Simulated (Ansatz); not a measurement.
Job for Ansatz (a program for electronic structure): U-wB97X-V/cc-pVTZ on GeH4O (SMILES [OH][GeH3]), a point of a bond scan (R = 1.299 Å).

Ansatz 0.2 input:
```yaml
crystal:
  periodic: [false, false, false]
  atoms:
    - {symbol: Ge, position_ang: [-0.32903929, 0.06812490, 0.07330265]}
    - {symbol: O, position_ang: [1.35705815, -0.35716009, -0.37168713]}
    - {symbol: H, position_ang: [-0.54453814, -0.15512316, 1.58391604]}
    - {symbol: H, position_ang: [-1.18632723, -0.88517582, -0.76517759]}
    - {symbol: H, position_ang: [-0.60848715, 1.54275960, -0.28108933]}
    - {symbol: H, position_ang: [2.24142505, 0.36101747, 0.25181076]}
basis:
  gaussian:
    orbitals: cc-pVTZ
hamiltonian:
  xc: {name: wB97X-V}
magnetization: {spin_polarized: true, initial_magnetization: 0}
```

Predict the final total energy.

-2154.4347 hartree.

How many basis functions does it have, and what does it roughly cost on one machine?

129 functions; very roughly 7 core-seconds.
